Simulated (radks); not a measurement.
Results of a calculation; reference values are marked as such.
Spherical quantum dot in the effective-mass picture: electrons in a hard-walled sphere of radius 4.32, all in effective atomic units (hartree* = m*/eps^2 hartree, bohr* = eps/m* bohr), one dielectric constant everywhere. Level of theory: non-relativistic Kohn-Sham, LDA (Slater exchange, Perdew-Wang correlation), spin-polarised, spherical densities (a radial shooting solver with Libxc functionals). Levels are named by radial order and angular momentum (1s, 1p, 1d, 2s, ...), and open shells are averaged over m.

N = 14, configuration 1s2 1p6 1d(up 5, down 1). This is the lowest configuration that the search found. Occupied and some empty levels:

| level | occupation | eigenvalue (hartree*) | <r> (bohr*) |
|---|---|---|---|
| 1s up | 1 | 4.3535 | 2.820 |
| 1s down | 1 | 4.4048 | 2.803 |
| 1p up | 3 | 4.5049 | 2.956 |
| 1p down | 3 | 4.5589 | 2.949 |
| 1d up | 5 | 4.7594 | 3.068 |
| 1d down | 1 | 4.8149 | 3.065 |
| 1f up | 0 | 5.1028 | 3.159 |
| 1f down | 0 | 5.1589 | 3.158 |
| 2s up | 0 | 5.2833 | 1.960 |
| 2s down | 0 | 5.3082 | 1.958 |
| 2p up | 0 | 5.7524 | 2.274 |
| 2p down | 0 | 5.7848 | 2.269 |

Energy (hartree*): total 35.8991, kinetic 10.523, external 0, Hartree 30.116, exchange-correlation -4.7395.
